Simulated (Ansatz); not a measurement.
Cost and result for the atomization energy of `CNC[SiH2]Cl` (13 atoms, 12 bonds).

```csv
atom,x (Å),y (Å),z (Å)
C1,0.902,1.392,-0.340
N2,0.169,0.418,-1.120
C3,0.012,-0.866,-0.466
Si4,-1.196,-0.869,0.974
Cl5,-0.322,-0.210,2.726
H6,1.878,1.029,0.024
H7,0.320,1.688,0.536
H8,1.068,2.287,-0.941
H9,0.627,0.287,-2.013
H10,-0.426,-1.573,-1.182
H11,0.963,-1.319,-0.126
H12,-1.632,-2.265,1.229
H13,-2.363,0.002,0.700
```

Charge 0, multiplicity 1. Geometry: relaxed with PBE0-D4/def2-TZVP. It is one conformer, not always the lowest. Program: Ansatz. All runs use 4 threads of an Arm Neoverse V1 on a shared host. Times are those of one run each, without the atoms' runs, and a repeat can differ threefold. Electronic energies, without spin–orbit coupling; frozen cores. CCSD(T)/CBS adds CCSD(T) − MP2 in def2-TZVPP to the MP2 limit, and its time is that of the two runs behind it. T1 = 0.009. B3LYP takes the VWN-RPA correlation (the form of Gaussian; ORCA's B3LYP/G).

CCSD(T)/CBS is a level of theory with its own doubt, some kJ/mol a heavy atom from the limit and from the frozen cores, so smaller differences don't rank the functionals.

```json
{"level": "PBE-D4/def2-TZVPP (with forces)", "functions": "289", "wall time": "3.4 s"}
{"level": "PBE0-D4/def2-TZVPP", "functions": "289", "wall time": "4.3 s"}
{"level": "r2SCAN-D4/def2-TZVPP (with forces)", "functions": "289", "wall time": "6.5 s"}
{"level": "B3LYP-D4/def2-TZVPP (with forces)", "functions": "289", "wall time": "7 s"}
{"level": "B2PLYP/def2-TZVPP", "functions": "289", "wall time": "7.5 s"}
{"level": "ωB97X-V/def2-TZVPP", "functions": "289", "wall time": "11 s"}
{"level": "ωB97M-V/def2-TZVPP (with forces)", "functions": "289", "wall time": "16 s"}
{"level": "MP2/def2-QZVPP", "functions": "551", "wall time": "34 s"}
{"level": "CCSD(T)/def2-TZVPP", "functions": "289", "wall time": "4.5 min"}
{"level": "CCSD(T)/CBS(def2)", "functions": "–", "wall time": "5.1 min"}
```

Q: What atomization energy does each give, and how far from CCSD(T)/CBS? (Estimate.)

A: The calculation gave: 
| level | atomization (kcal/mol) | difference from CCSD(T)/CBS | per bond |
| --- | --- | --- | --- |
| PBE-D4/def2-TZVPP (with forces) | 1109.0 | 15.1 | 1.3 |
| PBE0-D4/def2-TZVPP | 1095.5 | 1.6 | 0.1 |
| r2SCAN-D4/def2-TZVPP (with forces) | 1092.9 | -1.0 | -0.1 |
| B3LYP-D4/def2-TZVPP (with forces) | 1094.5 | 0.6 | 0.0 |
| B2PLYP/def2-TZVPP | 1080.3 | -13.6 | -1.1 |
| ωB97X-V/def2-TZVPP | 1099.4 | 5.5 | 0.5 |
| ωB97M-V/def2-TZVPP (with forces) | 1098.6 | 4.7 | 0.4 |
| MP2/def2-QZVPP | 1091.5 | -2.4 | -0.2 |
| CCSD(T)/def2-TZVPP | 1064.4 | -29.5 | -2.5 |
| CCSD(T)/CBS(def2) | 1093.9 | 0.0 | 0.0 |

The D4 term adds +11.1 kcal/mol with B3LYP and +5.9 kcal/mol with PBE0; it sums over pairs of atoms, weighted by their polarisabilities, and B3LYP, whose exchange is more repulsive, gets the larger term. In def2-TZVPP, CCSD(T) changes the Hartree–Fock value by +264.4 kcal/mol (the triples alone add +14.1 kcal/mol) and MP2 by +274.0 kcal/mol; breaking electron pairs costs correlation energy, which Hartree–Fock lacks. From PBE to PBE0 (25 % exact exchange), in def2-TZVPP and without D4, the atomization energy moves by −12.5 kcal/mol: exact exchange takes away binding that semilocal exchange gives to molecules.
